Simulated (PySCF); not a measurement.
tert-butanol (C4H10O), SMILES CC(C)(C)O.

Geometry: PBE0-D3(BJ)/def2-SVP. One conformer was computed; it need not be the lowest.

Level of theory: PBE/def2-TZVP run with PySCF.

Symmetry labels are those of the subgroup Cs that the program uses (full group Cs).

Computed valence orbital energies around the gap with their symmetry:
```json
[
 {"orbital": "HOMO−7", "symmetry": "A'", "energy (eV)": "-9.93"},
 {"orbital": "HOMO−6", "symmetry": "A\"", "energy (eV)": "-9.57"},
 {"orbital": "HOMO−5", "symmetry": "A'", "energy (eV)": "-9.16"},
 {"orbital": "HOMO−4", "symmetry": "A\"", "energy (eV)": "-8.72"},
 {"orbital": "HOMO−3", "symmetry": "A'", "energy (eV)": "-8.48"},
 {"orbital": "HOMO−2", "symmetry": "A\"", "energy (eV)": "-8.28"},
 {"orbital": "HOMO−1", "symmetry": "A'", "energy (eV)": "-7.54"},
 {"orbital": "HOMO", "symmetry": "A\"", "energy (eV)": "-6.10"},
 {"orbital": "LUMO", "symmetry": "A'", "energy (eV)": "-0.01"},
 {"orbital": "LUMO+1", "symmetry": "A'", "energy (eV)": "1.24"},
 {"orbital": "LUMO+2", "symmetry": "A'", "energy (eV)": "1.50"},
 {"orbital": "LUMO+3", "symmetry": "A\"", "energy (eV)": "1.85"}
]
```
